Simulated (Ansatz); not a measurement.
F$_{3}$In, SMILES `[F][In]([F])[F]` with one electron removed (charge 1, multiplicity 2), frozen-core CCSD(T)/def2-TZVPP // r2SCAN-D4/def2-TZVP (Ansatz, a program for electronic structure). The run hit its time limit unfinished.

Ansatz 0.2 input:
```yaml
crystal:
  periodic: [false, false, false]
  atoms:
    - { symbol: F, position_ang: [-1.455641, -1.257613, -0.036582] }
    - { symbol: In, position_ang: [-0.000411, -0.000491, -0.000011] }
    - { symbol: F, position_ang: [-0.360595, 1.888886, 0.01228] }
    - { symbol: F, position_ang: [1.816648, -0.630783, 0.024314] }
basis:
  gaussian: { orbitals: def2-TZVPP }
correlation:
  method: ccsd_t
total_charge: 1
magnetization:
  spin_polarized: true
  initial_magnetization: 1
```

The last lines of the output:

```
determinant -13256.81493709 eV, -487.1789631463 hartree, with singles and doubles -13284.78783488 eV, -488.2069481793 hartree
determinant -13256.79323480 eV, -487.1781656015 hartree, with singles and doubles -13284.82979976 eV, -488.2084903601 hartree
determinant -13256.22265773 eV, -487.1571972811 hartree, with singles and doubles -13284.07891834 eV, -488.1808959770 hartree
determinant -13256.19994392 eV, -487.1563625642 hartree, with singles and doubles -13284.31346249 eV, -488.1895153155 hartree
determinant -13259.36359392 eV, -487.2726245572 hartree, with singles and doubles -13285.47024136 eV, -488.2320261548 hartree
determinant -13259.36304367 eV, -487.2726043359 hartree, with singles and doubles -13285.46974602 eV, -488.2320079513 hartree
determinant -13259.36058621 eV, -487.2725140258 hartree, with singles and doubles -13285.46752374 eV, -488.2319262842 hartree
determinant -13259.27020140 eV, -487.2691924452 hartree, with singles and doubles -13285.33393512 eV, -488.2270169928 hartree
determinant -13259.26966025 eV, -487.2691725583 hartree, with singles and doubles -13285.33341925 eV, -488.2269980349 hartree
determinant -13258.57826294 eV, -487.2437641760 hartree, with singles and doubles -13285.35499621 eV, -488.2277909736 hartree
determinant -13259.36359392 eV, -487.2726245572 hartree, with singles and doubles -13285.51104081 eV, -488.2335255068 hartree
determinant -13259.36304367 eV, -487.2726043359 hartree, with singles and doubles -13285.51060345 eV, -488.2335094342 hartree
determinant -13259.36058621 eV, -487.2725140258 hartree, with singles and doubles -13285.50864739 eV, -488.2334375504 hartree
determinant -13259.27020140 eV, -487.2691924452 hartree, with singles and doubles -13285.34248552 eV, -488.2273312144 hartree
determinant -13259.26966025 eV, -487.2691725583 hartree, with singles and doubles -13285.34197964 eV, -488.2273126235 hartree
determinant -13258.57826294 eV, -487.2437641760 hartree, with singles and doubles -13285.41023638 eV, -488.2298210124 hartree
determinant -13257.77487408 eV, -487.2142401799 hartree, with singles and doubles -13285.35187115 eV, -488.2276761298 hartree
determinant -13257.69685404 eV, -487.2113729963 hartree, with singles and doubles -13285.11681761 eV, -488.2190380715 hartree
determinant -13257.69540912 eV, -487.2113198963 hartree, with singles and doubles -13285.11560922 eV, -488.2189936641 hartree
```
